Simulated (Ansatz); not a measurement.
`C=[C](C)[AlH2]` → `C=[CH][AlH2]` + `[CH2]` (triplet) at 298.15 K and 1 bar (formal loss of a carbene).

Gas-phase electronic energies from Ansatz, PBE0-D4/def2-TZVP geometries. CCSD(T)/CBS is the MP2 limit (def2-TZVPP, def2-QZVPP) plus CCSD(T) − MP2 in def2-TZVPP, frozen cores. This one scheme is used for every species. Triplets are unrestricted, without spin–orbit coupling.

```json
{"species": "`C=[C](C)[AlH2]`", "CCSD(T)/CBS energy (Eh)": "-360.34570", "H − E (kJ/mol)": "236.8", "S (J/(mol·K))": "322.7"}
{"species": "`C=[CH][AlH2]`", "CCSD(T)/CBS energy (Eh)": "-321.08307", "H − E (kJ/mol)": "159.6", "S (J/(mol·K))": "288.1"}
{"species": "`[CH2]` (triplet)", "CCSD(T)/CBS energy (Eh)": "-39.09499", "H − E (kJ/mol)": "55.4", "S (J/(mol·K))": "195.3"}
```

H − E and S are ideal-gas, rigid-rotor, harmonic terms from PBE0-D4/def2-TZVP, with the whole ground term of open shells counted as degenerate. 1 Eh = 2625.50 kJ/mol, R = 8.31446 J/(mol·K).

Problem. By hand: ΔE, ΔH, ΔS and ΔG.

Solution. ΔE = (-321.08307) + (-39.09499) − (-360.34570) = 0.16764 Eh = 440.1 kJ/mol. Δ(H − E) = 159.6 + 55.4 − 236.8 = -21.8, so ΔH = 418.3 kJ/mol. ΔS = 288.1 + 195.3 − 322.7 = 160.7 J/(mol·K). ΔG = 418.3 − 298.15 × (160.7)/1000 = 370.4 kJ/mol.

Problem. By hand: the equilibrium constant, and the temperature at which ΔG would vanish if ΔH and ΔS stayed fixed.

Solution. log₁₀ K = −ΔG/(RT ln 10) = -64.9. ΔG = 0 at ΔH/ΔS = 2603 K, far beyond where these terms or the molecules hold.

The number of gas molecules changes by +1, which sets the sign of ΔS. A doubt of 5 kJ/mol in ΔE shifts log₁₀ K by 0.9 here. A triplet takes part, so the spin changes. These are equilibria of isolated gas molecules and say nothing of rates. Largest T1 diagnostic: 0.011 (customary marks: 0.02 for closed shells, 0.045 for open ones).
